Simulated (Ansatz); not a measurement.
`BB(O)S` and `CB(O)S` differ in one atom or group.

Ansatz, PBE0-D4/def2-TZVP geometries, multiplicity 1. Each molecule was computed in one conformer, which needn't be the lowest.

```json
{"property": "HOMO energy (PBE0/def2-TZVPP) / eV", "`BB(O)S`": "-7.68"}
{"property": "LUMO energy (ωB97M-V/def2-TZVPP) / eV", "`BB(O)S`": "-0.26"}
{"property": "size of the dipole moment (ωB97M-V/def2-TZVPP) / D", "`BB(O)S`": "2.05"}
{"property": "LUMO energy (PBE0/def2-TZVPP) / eV", "`BB(O)S`": "-2.17"}
{"property": "size of the dipole moment (B3LYP/def2-TZVPP) / D", "`BB(O)S`": "1.97"}
{"property": "LUMO energy (PBE/def2-TZVPP) / eV", "`BB(O)S`": "-3.13"}
```

Task: Give the same properties after the change, and the shifts. (Estimate.)

Result: The calculation gave: 
```
                                          property  `CB(O)S`  shift
                HOMO energy (PBE0/def2-TZVPP) / eV     -7.66   0.02
             LUMO energy (ωB97M-V/def2-TZVPP) / eV      1.77   2.03
size of the dipole moment (ωB97M-V/def2-TZVPP) / D      0.34  -1.71
                LUMO energy (PBE0/def2-TZVPP) / eV      0.17   2.34
  size of the dipole moment (B3LYP/def2-TZVPP) / D      0.37  -1.60
                 LUMO energy (PBE/def2-TZVPP) / eV     -0.73   2.40
```

The zero-point energy changes by 45.0 kJ/mol with +3 modes. Dipoles are sizes alone; their direction can turn.

B3LYP here is the variant with VWN-RPA as its local correlation; programs differ in this.
